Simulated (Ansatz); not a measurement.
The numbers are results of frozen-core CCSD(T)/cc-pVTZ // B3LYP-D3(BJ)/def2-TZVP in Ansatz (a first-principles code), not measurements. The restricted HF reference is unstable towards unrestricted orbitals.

Ansatz 0.2 input:
```yaml
crystal:
  periodic: [false, false, false]
  atoms:
    - { symbol: C, position_ang: [2.929134, 0.48549, 0.603621] }
    - { symbol: C, position_ang: [1.852837, 0.139301, 0.193456] }
    - { symbol: C, position_ang: [0.602497, -0.295034, -0.313191] }
    - { symbol: C, position_ang: [-0.577674, 0.220039, 0.042362] }
    - { symbol: C, position_ang: [-1.872867, -0.288851, -0.480215] }
    - { symbol: F, position_ang: [-2.586143, 0.751345, -1.092081] }
    - { symbol: H, position_ang: [3.875532, 0.799143, 0.969964] }
    - { symbol: H, position_ang: [0.633882, -1.106792, -1.035007] }
    - { symbol: H, position_ang: [-0.625056, 1.038603, 0.751749] }
    - { symbol: H, position_ang: [-2.506349, -0.668103, 0.326677] }
    - { symbol: H, position_ang: [-1.725798, -1.075142, -1.223029] }
basis:
  gaussian: { orbitals: cc-pVTZ }
correlation:
  method: ccsd_t
```

Output:

```
Functional definition: HF
1450 factors; integrals over basis functions are off by at most 9.6e-4 eV
mean field evaluation 1: about -7934.0414 eV, gradient 3.5e1 eV
mean field evaluation 2: about -7934.4473 eV, gradient 3.4e1 eV
mean field evaluation 4: about -7937.5468 eV, gradient 4.8e0 eV
mean field evaluation 8: about -7937.6006 eV, gradient 2.2e-1 eV
mean field evaluation 16: about -7934.0397 eV, gradient 3.5e1 eV
mean field -7937.60080151 eV, -291.7014491563 hartree, gradient 3.0e-6 eV, S^2 0.000000; 0 other end points of the search recorded, 0 dependent functions left out; unrestricted orbitals would lower it
6 core orbitals not correlated
reference -7937.60080151 eV, -291.7014491563 hartree; 16, 16 occupied and 228, 228 virtual orbitals, 1450 factors
second order -28.16550334 eV of doubles, -0.00000000 eV of singles
cycle   1  -28.05747638 eV  change    1.1e-1 eV  update   1.2e-1
cycle   2  -28.77542068 eV  change   -7.2e-1 eV  update   3.7e-2
cycle   3  -28.94210460 eV  change   -1.7e-1 eV  update   1.8e-2
cycle   4  -28.93684703 eV  change    5.3e-3 eV  update   5.4e-3
cycle   5  -28.93749095 eV  change   -6.4e-4 eV  update   2.3e-3
cycle   6  -28.93963698 eV  change   -2.1e-3 eV  update   6.9e-4
cycle   7  -28.93968785 eV  change   -5.1e-5 eV  update   2.9e-4
cycle   8  -28.93955521 eV  change    1.3e-4 eV  update   1.2e-4
cycle   9  -28.93956871 eV  change   -1.4e-5 eV  update   4.8e-5
cycle  10  -28.93958483 eV  change   -1.6e-5 eV  update   2.1e-5
perturbative correction -1.31482292 eV, -0.0483188512 hartree
Total energy: -7967.85520926 eV, -292.8132781340 hartree
```

Cost: around 11 core-minutes (rough).
